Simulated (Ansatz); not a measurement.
PBE exchange is replaced step by step with exact exchange (0 % is PBE, 25 % PBE0; no dispersion term), basis def2-TZVP, Ansatz. System: Nb₂O₂. Total charge 0; singlet. Geometry: PBE0-D4/def2-TZVP.

Geometry of the singlet:

Cartesian coordinates in Å:
```
Nb 0.9010 -0.5442 1.0170
Nb -1.3807 -0.4432 0.1991
O 1.6842 0.4304 -0.0898
O -1.2046 0.5571 -1.1264
```

In the def2 sets Nb takes a core potential; there is no spin–orbit coupling. The restricted singlet is unstable towards broken spin symmetry at other levels; at PBE with 5 % exact exchange/def2-TZVP, PBE with 10 % exact exchange/def2-TZVP, PBE with 15 % exact exchange/def2-TZVP, PBE with 35 % exact exchange/def2-TZVP and others this wasn't settled. At PBE0-D4/def2-TZVP the restricted singlet is unstable: a solution with broken spin symmetry lies lower. The geometry of the singlet was relaxed on an unsound state (restricted singlet, unstable towards broken spin symmetry). The order of the spin states hangs on the level: the quintet lies 0.27 eV below the singlet at PBE with 35 % exact exchange/def2-TZVP, but 0.58 eV above it at PBE-D4/def2-TZVP. The singlet is doubtful at PBE with 35 % exact exchange/def2-TZVP (restricted singlet, unstable towards broken spin symmetry at other levels and untested here). The structure comes from a short search, and lower isomers may exist.

| exact exchange (%) | HOMO (eV) | LUMO (eV) | gap (eV) |
| --- | --- | --- | --- |
| 0 | -4.40 | -3.23 | 1.17 |
| 5 | -4.56 | -3.04 | 1.51 |
| 10 | -4.71 | -2.86 | 1.85 |
| 15 | -4.86 | -2.69 | 2.17 |
| 25 | -5.16 | -2.45 | 2.71 |
| 35 | -5.46 | -2.21 | 3.25 |
| 50 | -5.90 | -1.86 | 4.04 |
